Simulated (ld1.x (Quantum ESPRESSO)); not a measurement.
Configuration tests for C (PAW)

C, PAW, made with ld1.x (Quantum ESPRESSO) 7.5 (PBE, non-relativistic). Core none, reference 1s2 2s2 2p0 (charge +2). Waves: 1s (bound): rcut 0.40, rcutus 0.45 bohr; 2s (bound): rcut 0.40, rcutus 0.45 bohr; 2p (bound, empty): rcut 1.95, rcutus 2.15 bohr; 2p channel at -1.25 Ry: rcut 1.95, rcutus 2.15 bohr; 3d channel at 0.45 Ry: rcut 1.65, rcutus 2.30 bohr; 3d channel at 2.25 Ry: rcut 1.65, rcutus 2.30 bohr. Local part: all-electron potential smoothed inside 1.70 bohr (lloc = -1). Core correction: none. Augmentation charge: BESSEL, radius 0.30 bohr.

Energies are relative to the spin-unpolarised reference configuration 1s2 2s2 2p0; without spin polarisation the order of configurations can differ from experiment. Not all tests gave a result: 1 of 7 tests not solved or not reliable. Left out of the table: 1s1 2s2 2p2 (pseudo-atom not self-consistent, printed error -227 eV).

(1) Give the all-electron excitation energy and the error of the potential for: 1s2 2s2 2p2; 1s2 2s2 2p1; 1s2 2s1 2p0; 1s2 2s0 2p4; 1s2 2s1 2p3; 1s2 2s2 2p2.3.

Results:

(1)

```json
{"valence configuration": "1s2 2s2 2p2", "charge": "0", "ΔE all-electron (eV)": "-35.025", "error AE − PS (meV)": "+136"}
{"valence configuration": "1s2 2s2 2p1", "charge": "+1", "ΔE all-electron (eV)": "-24.160", "error AE − PS (meV)": "+37"}
{"valence configuration": "1s2 2s1 2p0", "charge": "+3", "ΔE all-electron (eV)": "48.173", "error AE − PS (meV)": "-3.1"}
{"valence configuration": "1s2 2s0 2p4", "charge": "0", "ΔE all-electron (eV)": "-18.080", "error AE − PS (meV)": "+210"}
{"valence configuration": "1s2 2s1 2p3", "charge": "0", "ΔE all-electron (eV)": "-26.562", "error AE − PS (meV)": "+307"}
{"valence configuration": "1s2 2s2 2p2.3", "charge": "-0.3", "ΔE all-electron (eV)": "-36.184", "error AE − PS (meV)": "+165"}
```
